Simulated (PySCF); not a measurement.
Ga(F)2(nBu), C4H9F2Ga, SMILES C(CC)[CH2][Ga]([F])[F], GFN2-xTB optimised geometry.

```
16

Ga    -2.39     0.60     0.00
F     -3.29    -0.92     0.01
F     -3.49     1.97     0.00
C     -0.33     0.60     0.00
C      0.17    -0.83     0.16
C      1.69    -0.92     0.04
C      2.42    -0.22     1.18
H     -0.01     1.04    -0.94
H     -0.02     1.25     0.82
H     -0.14    -1.22     1.13
H     -0.29    -1.46    -0.61
H      1.97    -1.97     0.04
H      2.01    -0.49    -0.92
H      2.07    -0.59     2.14
H      2.27     0.86     1.14
H      3.49    -0.41     1.11
```

Density from PySCF with B3LYP/def2-TZVP at that geometry.

Minimum of the electron density along straight lines between bonded atoms, close to the bond critical point (lines longer than 1.1 times the sum of covalent radii, or with two minima, are not listed):

```
bond    length / Å  ρ at the minimum / e bohr⁻³  ∇²ρ there / e bohr⁻⁵  position (fraction from the first atom)
------  ----------  ---------------------------  --------------------  ---------------------------------------
Ga1–F2       1.763                        0.129                  0.82                                     0.49
Ga1–F3       1.763                        0.129                  0.81                                     0.49
Ga1–C4       2.058                   (withheld)            (withheld)                                     0.48
C4–C5        1.519                        0.249                 -0.62                                     0.51
C5–C6        1.532                        0.246                 -0.61                                     0.50
C6–C7        1.525                        0.248                 -0.62                                     0.50
C4–H8        1.091                        0.278                 -0.95                                     0.64
C4–H9        1.090                        0.280                 -0.96                                     0.64
C5–H10       1.094                        0.280                 -0.96                                     0.64
C5–H11       1.094                        0.281                 -0.97                                     0.64
C6–H12       1.092                        0.281                 -0.97                                     0.64
C6–H13       1.092                        0.280                 -0.96                                     0.64
C7–H14       1.088                        0.280                 -0.96                                     0.64
C7–H15       1.087                        0.281                 -0.97                                     0.64
C7–H16       1.087                        0.281                 -0.97                                     0.64
```

### Question
Fill in the missing entries.

### Answer

- Ga1–C4, ρ at the minimum / e bohr⁻³: 0.100
- Ga1–C4, ∇²ρ there / e bohr⁻⁵: 0.09
